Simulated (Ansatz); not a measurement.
# A geometry optimisation of CH3AgGa+ with PBE0-D3(BJ)/def2-SVP

The starting geometry of this gas-phase singlet was optimised with GFN2-xTB.

```xyz
6

C    -0.2344    1.3965    0.3198
Ag    1.6247    0.3015    0.6137
Ga   -0.6818   -0.3396   -1.7776
H    -0.1755    2.1444    1.1216
H    -1.1722    0.8545    0.5064
H    -0.3362    1.9801   -0.6057
```

Q: Predict what it relaxes into with PBE0-D3(BJ)/def2-SVP.

A: A new bond forms, giving a structure given below by its coordinates. Contacts that close: Ag2–Ga3 (3.38 → 2.98 Å).

The energy falls by 0.17 eV over 6 steps:

```tsv
step	E − E(last) (eV)
1	0.173
2	0.018
3	0.008
4	0.000
5	0.000
6	0.000
```

Final geometry (Å):

```xyz
6

C    -0.2661    1.3766    0.2763
Ag    1.5383    0.2636    0.5088
Ga   -0.5479   -0.2261   -1.5602
H    -0.1387    2.0980    1.1031
H    -1.2088    0.8368    0.4935
H    -0.3521    1.9885   -0.6433
```

Frequencies at the end are all real (lowest 82 cm⁻¹). Atoms past krypton carry core potentials, without spin–orbit terms. Run with Ansatz 0.2.0, 27 s on 1 thread of Arm Neoverse V1, on a shared host.
